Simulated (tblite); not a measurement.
C6H9NO.
Cartesian coordinates in Å at the GFN2-xTB level; atoms count from 1:
```xyz
17
C6H9NO angstrom
C     -1.9596    0.7172    0.1426
C     -1.4391   -0.4565   -0.6767
C     -0.3428   -1.2309    0.0678
C      0.8555   -0.3841    0.3082
C      1.8090    0.1259   -0.5315
C      2.6476    0.8660    0.3288
N      2.2264    0.7982    1.5606
O      1.1159    0.0265    1.5578
H     -1.1612    1.4251    0.3529
H     -2.3661    0.3707    1.0901
H     -2.7449    1.2390   -0.3990
H     -2.2597   -1.1419   -0.8970
H     -1.0405   -0.0935   -1.6261
H     -0.0508   -2.1023   -0.5223
H     -0.7231   -1.5696    1.0328
H      1.9012   -0.0088   -1.5883
H      3.5252    1.4311    0.0882
```

Method: GFN2-xTB as coded in tblite; computed harmonic values from a numerical Hessian at the method's own geometry, unscaled. The method is semi-empirical: single wavenumbers can be off by several per cent or more. One conformer, not necessarily the lowest.

Harmonic wavenumbers (cm⁻¹): 27.3, 78.9, 139.7, 234.0, 270.5, 337.8, 429.9, 623.9, 638.1, 686.1, 817.5, 826.3, 868.4, 891.7, 901.9, 929.4, 988.1, 1019.3, 1045.0, 1072.6, 1081.6, 1114.1, 1153.6, 1191.9, 1247.0, 1251.8, 1320.4, 1339.1, 1357.9, 1419.3, 1452.5, 1471.2, 1488.4, 1501.1, 1504.4, 1582.8, 2974.2, 2977.5, 2990.5, 3001.9, 3036.9, 3038.8, 3044.3, 3181.9, 3198.6.

A = 4480, B = 1373, C = 1297 MHz; mass 111.068 u (most abundant isotopes); point group C1, symmetry number 1.

Zero-point energy?

Half the sum of the wavenumbers: 30874 cm⁻¹ = 369.33 kJ/mol.

What is S at 500 K and 1 bar for an ideal gas of classical rigid rotors and harmonic oscillators?

Translation 178.35, rotation 123.97, vibration 154.39: S = 456.7 J/(mol K).

And Cp and H(500 K) − H(0)?

Cp = 199.94 J/(mol K), of which vibrations give 166.68 (their classical limit is 45 R = 374.2); H(500 K) − H(0) = 56.27 kJ/mol without the zero-point energy, 39.64 from vibrations.

What must be added to the electronic energy to get the Gibbs energy at 500 K and 1 bar?

ZPE + [H(500 K) − H(0)] − T·S = 369.33 + 56.27 − 228.35 = 197.25 kJ/mol.

Blend soft modes into free rotors: weight 1/[1 + (100 cm⁻¹/ν̃)⁴] for the oscillator and the rest for a rotor with moment μB/(μ + B), μ = h/(8π²ν), B = 10⁻⁴⁴ kg m². What vibrational entropy results?

139.73 J/(mol K) in place of 154.39, which changes −T·S at 500 K by +7.33 kJ/mol.

Which modes carry the vibrational entropy at 500 K?

27.3 cm⁻¹: 29.47; 78.9 cm⁻¹: 20.66; 139.7 cm⁻¹: 15.95; 234.0 cm⁻¹: 11.76; 270.5 cm⁻¹: 10.60; 337.8 cm⁻¹: 8.87 J/(mol K); the other 39 give 57.08 together.

How do the functions run with temperature in this model?

```csv
T (K),S (J/(mol K)),Cp (J/(mol K)),H − H(0) (kJ/mol),G − H(0) (kJ/mol),ln q(vib)
100,279.1,63.5,4.92,-22.99,1.72
200,331.0,90.4,12.57,-53.64,3.56
300,374.2,126.5,23.34,-88.92,5.33
800,567.9,271.8,128.05,-326.23,14.80
1000,632.0,302.3,185.63,-446.34,18.55
```

q(vib) and H(0) count from the zero-point level.

Hindered rotation and anharmonicity are outside this model. Other conformers, if any are populated, would add a mixing term that is left out. The structure is chiral; the term R ln 2 for an equal mix with its mirror image is left out.

Run on one thread, Arm Neoverse V1, no GPU, shared host. The figure is for the frequency step alone.
